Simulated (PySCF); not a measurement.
Telling isomers of C5H4OP2 apart by NMR

Theoretical values (PySCF 2.14): shielding tensors at PBE0/pcSseg-1 (GIAO), GFN2-xTB geometry. No solvent, one conformer, non-relativistic Hamiltonian, averaged over atoms made equivalent by symmetry, fast rotation or ring inversion.

δ = σ(ref) − σ, references computed at the same level: TMS for 1H (31.72 ppm), 13C (186.93 ppm). Splittings of carbon signals by F and P are missing where no couplings were computed. Where no couplings were computed, multiplicities follow the n + 1 count of equivalent neighbours, and m marks all less simple cases (inequivalent or close neighbours, rings, F or P nearby). Shifts are as computed. Against solution values, carbons near 30 ppm lie about +3 ppm off and those near 130 ppm about +5 ppm. Of 1211 compounds with measured shifts, 218 miss one by over three times the rms of a fit or turn the order of signals round; such compounds aren't used in these exercises.

(1) Tabulate the signals of `O=Cc1cpccp1`, `O=Cc1cpcpc1` and their relative energies.

(2) What is the quickest way to tell O=Cc1cpccp1 from O=Cc1cpcpc1?

## Answers

(1) 
```tsv
SMILES	carbon types	δC	δH	E rel. (kcal/mol)
O=Cc1cpccp1	1×C 4×CH	196.2, 173.0, 170.7, 170.0, 167.4	10.91 (m, 1H), 10.38 (m, 1H), 10.10 (m, 1H), 9.93 (m, 1H)	2.2
O=Cc1cpcpc1	1×C 4×CH	203.1, 198.4, 165.1, 138.6	11.32 (m, 1H), 10.17 (m, 1H), 9.98 (m, 2H)	0.0
```

Energies are electronic energies at PBE0/pcSseg-1 on these geometries, without zero-point or thermal terms, each for the one conformer computed, which needn't be the lowest.

(2) Count the carbon signals: 5 against 4. The first has a substituted aromatic carbon (C) at 173.0 ppm, the second a substituted aromatic carbon (C) at 138.6 ppm. Their most deshielded carbons lie at 196.2 and 203.1 ppm. In the proton spectra the most deshielded non-exchanging signals are 10.91 (m, 1H) and 11.32 (m, 1H).
